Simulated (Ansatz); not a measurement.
Species: CBr, charge 0, doublet. CBr (SMILES [C]Br, doublet).
B3LYP-D3(BJ)/def2-TZVP minimum from Ansatz (a program for electronic structure):
```
C
Br 1 1.8310
```
Charge 0, spin multiplicity 2.

Total energies in cc-pVQZ, 11 correlated electrons, 15 frozen orbitals. Open shells are spin-unrestricted; no spin-orbit coupling. Cores are frozen in correlated methods (noble-gas shells, and filled d and f shells in the p block). No relativity. Spin-orbit terms, left out, reach several kcal/mol for Br and I, and more for heavier atoms. The determinant of CBr ([C]Br, doublet) is a saddle point of the SCF energy; a lower one exists, which strains HF and MP2.

```json
[
 {"method": "HF", "program": "Ansatz", "energy (Eh)": "-2610.20207", "minus CCSDT(Q) (mEh)": "335.90"},
 {"method": "MP2", "program": "Ansatz", "energy (Eh)": "-2610.49050", "minus CCSDT(Q) (mEh)": "47.47"},
 {"method": "CCSD", "program": "Ansatz", "energy (Eh)": "-2610.51843", "minus CCSDT(Q) (mEh)": "19.53"},
 {"method": "CCSD(T)", "program": "Ansatz", "energy (Eh)": "-2610.53548", "minus CCSDT(Q) (mEh)": "2.49"},
 {"method": "CCSDT(Q)", "program": "Ansatz", "energy (Eh)": "-2610.53797", "minus CCSDT(Q) (mEh)": "0.00"}
]
```

Rough core times of Ansatz's runs on a shared machine: CCSD(T) 2 min, CCSDT(Q) 20 min.
